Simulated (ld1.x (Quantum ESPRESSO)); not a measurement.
# u(r) = r·R(r): atom against pseudo-atom (carbon)

Columns: radius, all-electron u(r) and pseudo u(r) of the 2p shell (level -48.10 eV) of carbon in the configuration [He] 2s1 2p0; PBE, scalar-relativistic, TM scheme, ld1.x (Quantum ESPRESSO) 7.5.

```tsv
r (bohr)	all-electron	pseudo
0.130	0.1122	0.0380
0.260	0.3188	0.1457
0.390	0.5209	0.3051
0.520	0.6832	0.4899
0.650	0.7956	0.6701
0.780	0.8616	0.8184
0.910	0.8891	0.9163
1.040	0.8835	0.9566
1.170	0.8520	0.9442
1.300	0.8020	0.8913
1.430	0.7407	0.8135
1.560	0.6736	0.7251
1.690	0.6048	0.6366
1.820	0.5375	0.5543
1.950	0.4734	0.4807
2.080	0.4137	0.4162
2.210	0.3591	0.3596
2.340	0.3097	0.3098
2.470	0.2656	0.2656
2.600	0.2266	0.2266
2.730	0.1925	0.1925
2.860	0.1627	0.1627
2.990	0.1370	0.1370
3.120	0.1150	0.1150
3.250	0.0962	0.0962
3.380	0.0803	0.0803
```

Problem. How many radial nodes do the two functions have?

Solution. The all-electron 2p function has n − l − 1 = 0; the pseudo-wave has 0.

Problem. At about which radius was the pseudo-wave matched?

Solution. 2.55 bohr. The columns agree to 0.0005 from 2.34 bohr on; several derivatives are matched, so the curves merge somewhat inside the radius.

Problem. Is the pseudo-wave norm-conserving?

Solution. Yes: the TM scheme keeps the norm inside the radius equal to the all-electron one, which fixes the energy derivative of the logarithmic derivative at the level.
